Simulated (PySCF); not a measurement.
# Excitation energy of Os by level of theory

Os [Xe] 4f14 5d6 6s2 (5D) → Os [Xe] 4f14 5d7 6s1 (5F), as a difference of total energies. Computed with PySCF 2.14 in def2-QZVPPD with the def2 core potential (60 electrons) (7s5p4d4f2g, 88 functions), with a scalar-relativistic core potential. Correlated levels: valence: 5s2 5p6 frozen; valence and next inner shell: nothing frozen outside the core potential. The calculations carry no spin-orbit coupling.

```json
{"method": "UHF", "excitation energy (cm⁻¹)": "5045.9", "error (cm⁻¹)": "-1387"}
{"method": "LDA", "excitation energy (cm⁻¹)": "4722.6", "error (cm⁻¹)": "-1710"}
{"method": "PBE", "excitation energy (cm⁻¹)": "2914.0", "error (cm⁻¹)": "-3519"}
{"method": "PBE0", "excitation energy (cm⁻¹)": "2795.1", "error (cm⁻¹)": "-3638"}
{"method": "r2SCAN", "excitation energy (cm⁻¹)": "3425.4", "error (cm⁻¹)": "-3008"}
{"method": "B97-3", "excitation energy (cm⁻¹)": "4538.0", "error (cm⁻¹)": "-1895"}
{"method": "BP86", "excitation energy (cm⁻¹)": "2832.2", "error (cm⁻¹)": "-3601"}
{"method": "HSE06", "excitation energy (cm⁻¹)": "2965.6", "error (cm⁻¹)": "-3467"}
{"method": "CAM-B3LYP", "excitation energy (cm⁻¹)": "4579.6", "error (cm⁻¹)": "-1853"}
{"method": "MP2 (valence)", "excitation energy (cm⁻¹)": "4209.2", "error (cm⁻¹)": "-2224"}
{"method": "SCS-MP2 (valence)", "excitation energy (cm⁻¹)": "4234.5", "error (cm⁻¹)": "-2198"}
{"method": "MP2 (valence and next inner shell)", "excitation energy (cm⁻¹)": "6134.5", "error (cm⁻¹)": "-299"}
{"method": "SCS-MP2 (valence and next inner shell)", "excitation energy (cm⁻¹)": "6610.3", "error (cm⁻¹)": "+177"}
```

Reference: 6433.0 cm⁻¹ (measured; NIST levels, between the centres of gravity of the two terms).

Errors of the correlated levels include the incompleteness of this basis and the frozen core.
